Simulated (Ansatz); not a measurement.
One change: `F[SiH](Cl)[SiH2]Cl` becomes `F[SiH](Cl)I`.

Ansatz, PBE0-D4/def2-TZVP geometries, multiplicity 1. Each molecule was computed in one conformer, which needn't be the lowest.

Elements past krypton have def2 core potentials.  Spin–orbit coupling is left out; it splits and shifts lone-pair levels of the heavy atoms by tenths of an eV.

```
                               property  `F[SiH](Cl)[SiH2]Cl`
    LUMO energy (B3LYP/def2-TZVPP) / eV                 -1.19
HOMO–LUMO gap (ωB97M-V/def2-TZVPP) / eV                 11.19
    HOMO–LUMO gap (PBE/def2-TZVPP) / eV                  5.22
  HOMO–LUMO gap (B3LYP/def2-TZVPP) / eV                  6.95
    HOMO energy (B3LYP/def2-TZVPP) / eV                 -8.14
  HOMO energy (ωB97M-V/def2-TZVPP) / eV                -10.38
```

Question: What does the change do to each property? (Best estimate.)

Answer: Computed: 
```
                               property  `F[SiH](Cl)I`  shift
    LUMO energy (B3LYP/def2-TZVPP) / eV          -1.05   0.14
HOMO–LUMO gap (ωB97M-V/def2-TZVPP) / eV          11.42   0.23
    HOMO–LUMO gap (PBE/def2-TZVPP) / eV           5.36   0.14
  HOMO–LUMO gap (B3LYP/def2-TZVPP) / eV           6.89  -0.06
    HOMO energy (B3LYP/def2-TZVPP) / eV          -7.94   0.20
  HOMO energy (ωB97M-V/def2-TZVPP) / eV         -10.33   0.05
```

With PBE0 the HOMO rises by 0.13 eV and the LUMO rises by 0.23 eV, so the gap widens by about 0.10 eV. PBE moves the HOMO by 0.06 eV and ωB97M-V by 0.05 eV.

Positive LUMOs are unbound, so they and the gaps depend on the basis.

B3LYP here is the variant with VWN-RPA as its local correlation; programs differ in this.
